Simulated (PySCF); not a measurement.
A side-by-side comparison of computed properties.

First species: C7H9N.
SMILES: `C[C@H]1CCC=C1C#N`

Second species: C₆H₆F₃O (charge +1).
InChI=1S/C6H6F3O/c1-2-6(8,9)10-5-3-4(5)7/h3H,2H2,1H3/q+1

Levels: PBE0/def2-SVPD for HOMO energy, LUMO energy, HOMO–LUMO gap and static isotropic polarisability; TDDFT PBE0/def2-SVPD for lowest singlet excitation; TDA PBE0/def2-SVPD for lowest triplet excitation (Tamm–Dancoff). Geometries: GFN2-xTB. Each species is one conformer at its optimised geometry, gas phase, non-relativistic unless stated; the electronic structure was computed with PySCF and density fitting.

Dipoles, sizes and rotational constants follow the conformer. The torsions of the flexible species, by atom-mapped SMILES:
- `[CH3:1][CH2:2][C:3]([F:4])([F:5])[O:6][c+:7]1[cH:8][c:9]1[F:10]`: C1–C2–C3–F4 179°, C2–C3–O6–C7 -179°, C3–O6–C7–C8 -1°

The conformers of `C[C@H]1CCC=C1C#N` aren't listed.

```json
{"property": "HOMO energy", "column X": "-14.06 eV", "column Y": "-7.55 eV"}
{"property": "LUMO energy", "column X": "-6.83 eV", "column Y": "-1.22 eV"}
{"property": "HOMO–LUMO gap", "column X": "7.23 eV", "column Y": "6.33 eV"}
{"property": "lowest singlet excitation", "column X": "6.46 eV", "column Y": "5.86 eV"}
{"property": "lowest triplet excitation (Tamm–Dancoff)", "column X": "5.73 eV", "column Y": "3.56 eV"}
{"property": "static isotropic polarisability", "column X": "68.9 au", "column Y": "83.8 au"}
```

(1) Which column belongs to which species?

(2) How does each property change from the first species to the second?

## Answers

(1) Column X is the second species and column Y the first. The first has 17 atoms and 58 electrons, the second 16 and 76; their charges are 0 and +1, their HOMO energies -7.55 eV and -14.06 eV.

(2) HOMO energy -6.51 eV; LUMO energy -5.61 eV; HOMO–LUMO gap +0.90 eV; lowest singlet excitation +0.60 eV; lowest triplet excitation (Tamm–Dancoff) +2.17 eV; static isotropic polarisability -14.9 au.

On the first: The principal polarisabilities are 63.6, 80.5 and 107.3 au; their mean is the isotropic value. The vertical singlet–triplet gap S1 − T1 is 2.30 eV (TDDFT singlet less Tamm–Dancoff triplet; S1: HOMO→LUMO, weight 0.93; T1: HOMO→LUMO, weight 0.95).

On the second: The polarisability is 10.21 Å³ as a volume (1 au = 0.148185 Å³), or 0.91 au for each of the 76 electrons. The principal polarisabilities are 53.2, 65.0 and 88.5 au; their mean is the isotropic value.
